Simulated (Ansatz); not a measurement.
# BeF, doublet: energies of several shapes or isomers

Program: Ansatz, Gaussian basis, development build. Basis def2-SVP, nonrelativistic, 1 orbital frozen in the corrections; active space CAS(9,6). Restricted Hartree–Fock, then the lowest state-specific CASSCF solution met for each case. A minimal or small basis: far from the basis limit. On stretched bonds single-reference methods can fail or change state. Solutions in different active orbitals can move differences by tenths of an eV and at times more than 1 eV.

Case A: bond length 2.0415 Å. A bond is stretched, to 1.33 times the sum of the covalent radii.

Case B: bond length 4.0830 Å. A bond is stretched, to 2.67 times the sum of the covalent radii.

Case C: bond length 1.3610 Å.

Energy less that of case A, in eV:

```tsv
case	RHF/ROHF	CASSCF
B	+1.891	+2.134
C	-2.789	-2.485
```

Problem. Give the SC-NEVPT2 energies against case A.

Solution. B: +3.087 eV (71.2 kcal/mol); C: -2.136 eV (-49.3 kcal/mol).

Problem. Which case is lowest, and do the methods agree?

Solution. C is lowest in SC-NEVPT2. Of the methods shown, RHF/ROHF, CASSCF agree.
